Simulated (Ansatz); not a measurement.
The cluster Ti₃Se₄⁺. The state is a quartet with charge 1. Geometry PBE-D4/def2-SVP; atoms count from 1.

```xyz
7

Ti   -1.529   -0.566   -0.330
Ti    1.126   -1.106    0.522
Ti    0.550    1.282   -0.904
Se   -1.671    1.820   -0.191
Se    0.398   -1.021   -1.870
Se    2.001    1.074    0.990
Se   -0.874   -1.484    1.782
```

The structure comes from a short search, and lower isomers may exist.

Q: Estimate the Mulliken populations from the PBE0/def2-TZVP orbitals of Ansatz.

A: 
```
atom  charge (e)  spin (α − β)  d electrons
 Ti1        0.74          1.21         2.48
 Ti2        0.74          1.20         2.48
 Ti3        0.74          1.20         2.48
 Se4       -0.29         -0.16            –
 Se5       -0.35         -0.14            –
 Se6       -0.29         -0.16            –
 Se7       -0.29         -0.16            –
```
Mulliken values depend strongly on the basis.

Q: Where does the spin sit?

A: Summed by element: Ti 3.62, Se -0.62, of 3 unpaired in all. Largest on single atoms: Ti1 1.21, Ti2 1.20, Ti3 1.20.

Q: And the Mayer bond orders between heavy atoms (over 0.3)?

A: Ti1–Ti2 0.50 (2.84 Å); Ti1–Ti3 0.50 (2.84 Å); Ti1–Se4 1.18 (2.39 Å); Ti1–Se5 0.80 (2.51 Å); Ti1–Se7 1.22 (2.39 Å); Ti2–Ti3 0.50 (2.84 Å); Ti2–Se5 0.81 (2.50 Å); Ti2–Se6 1.23 (2.40 Å); Ti2–Se7 1.19 (2.39 Å); Ti3–Se4 1.23 (2.39 Å); Ti3–Se5 0.81 (2.50 Å); Ti3–Se6 1.18 (2.40 Å).
